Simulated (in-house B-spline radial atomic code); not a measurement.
A fraction x of an electron is added to 2p in neutral fluorine, starting from [He] 2s2 2p5 and keeping the highest spin. Computed with a B-spline radial code for spherical atoms: non-relativistic PBE0, spin-polarised, spherical fractional occupations, point nucleus.

Caution: exact exchange at fractional occupations of open shells leaves self-interaction of up to several eV.

```
  x  E(x) - E(0) (eV)  2p down level (eV)
  0            0.0000             -10.914
0.1           -1.0285              -9.662
0.2           -1.9335              -8.442
0.3           -2.7182              -7.258
0.4           -3.3863              -6.111
0.5                 ?                   ?
0.6           -4.3883              -3.937
0.7                 ?                   ?
0.8           -4.9736              -1.951
```

(1) What belongs in the row x = 0.5?

(2) What belongs in the row x = 0.7?

(3) Check Janak's theorem between x = 0.1 and 0.2.

## Answers

(1) An energy change of -3.9416 eV; 2p down at -5.003 eV.

(2) An energy change of -4.7306 eV; 2p down at -2.918 eV.

(3) The slope of the energy is -9.05 eV; the orbital levels give -9.05 eV (ε of the filling orbital, averaged over the two points).
